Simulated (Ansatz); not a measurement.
C2H3AlFNO, SMILES `FC1=C[NH][AlH][O]1`. The species carries charge 0 and has multiplicity 1. Geometry: relaxed with PBE0-D4/def2-TZVP.

```xyz
9

F    -0.737   -2.185    1.106
C    -0.369   -1.016    0.601
C     0.046   -0.814   -0.655
N     0.377    0.534   -0.926
Al    0.090    1.429    0.581
O    -0.435    0.006    1.451
H     0.129   -1.585   -1.405
H     0.694    0.734   -1.856
H     0.205    2.896    1.103
```

Q: What is the dipole moment at ωB97M-V/def2-TZVPP? (Best estimate.)

A: Computed: 3.23 D, with components (1.03, 2.30, -2.01) D in this frame, pointing from negative to positive charge.

Q: And with PBE, r2SCAN, B3LYP? (Estimate.)

A: The calculation gave: PBE 2.96 D, r2SCAN 3.07 D, B3LYP 3.20 D.

Q: Give the Mulliken charges with ωB97M-V, r2SCAN, B3LYP in def2-TZVPP. (Best estimate.)

A: Ansatz gave: 
```csv
atom,ωB97M-V,r2SCAN,B3LYP
F1,-0.19,-0.19,-0.19
C2,0.30,0.34,0.33
C3,-0.12,-0.12,-0.15
N4,-0.26,-0.33,-0.27
Al5,0.47,0.52,0.47
O6,-0.35,-0.37,-0.35
H7,0.11,0.10,0.11
H8,0.09,0.14,0.13
H9,-0.06,-0.10,-0.08
```

B3LYP here is the variant with VWN-RPA as its local correlation; programs differ in this.
